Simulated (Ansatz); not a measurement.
SiH₄BrCl, singlet: at the start structure of a reaction step.

The input file, in.yaml:

```yaml
crystal:
  periodic: [false, false, false]
  atoms:
    - {symbol: Si, position_ang: [-0.983020, -0.016981, -1.003646]}
    - {symbol: Br, position_ang: [0.089432, -1.823968, -0.331066]}
    - {symbol: H, position_ang: [-0.692965, 0.190586, -2.435604]}
    - {symbol: H, position_ang: [-2.422149, -0.202555, -0.734956]}
    - {symbol: Cl, position_ang: [-0.334756, 1.617563, 0.033226]}
    - {symbol: H, position_ang: [1.912467, 0.102900, 1.967861]}
    - {symbol: H, position_ang: [2.430992, 0.132554, 2.504185]}
basis:
  gaussian: {orbitals: def2-SVP}
hamiltonian: {xc: lda}
```

Launched with

```bash
ansatz run in.yaml --threads 4 --pin off --events-out ev --progress --plain --max-ram 9574MiB
```

What Ansatz 0.2.0 printed:

```
Functional definition: SPW92
  name "SPW92"
  cite "Dirac, Proc. Camb. Phil. Soc. 26, 376 (1930) doi:10.1017/S0305004100016108"
  cite "Slater, Phys. Rev. 81, 385 (1951) doi:10.1103/PhysRev.81.385"
  cite "Perdew & Wang, Phys. Rev. B 45, 13244 (1992) doi:10.1103/PhysRevB.45.13244"
  exchange = slater_x
  correlation = pw_c
968 factors; their error is unknown
mean field evaluation 1: about -90327.1856 eV, gradient 1.6e1 eV
mean field evaluation 2: about -90327.8082 eV, gradient 8.5e0 eV
mean field evaluation 4: about -90327.9896 eV, gradient 7.2e-1 eV
mean field evaluation 8: about -90327.8926 eV, gradient 9.6e-2 eV
mean field -90327.89263650 eV, -3319.4888279468 hartree, gradient 6.0e-5 eV, S^2 0.000000; 0 other end points of the search recorded, 0 dependent functions left out
reference -90327.89266745 eV, -3319.4888290841 hartree; 35, 35 occupied and 53, 53 virtual orbitals, 968 factors
Total energy: -90327.89266745 eV, -3319.4888290841 hartree
```

Hardware: 4 CPU threads of an Arm Neoverse V2, shared host. Wall time about 0.35 s.
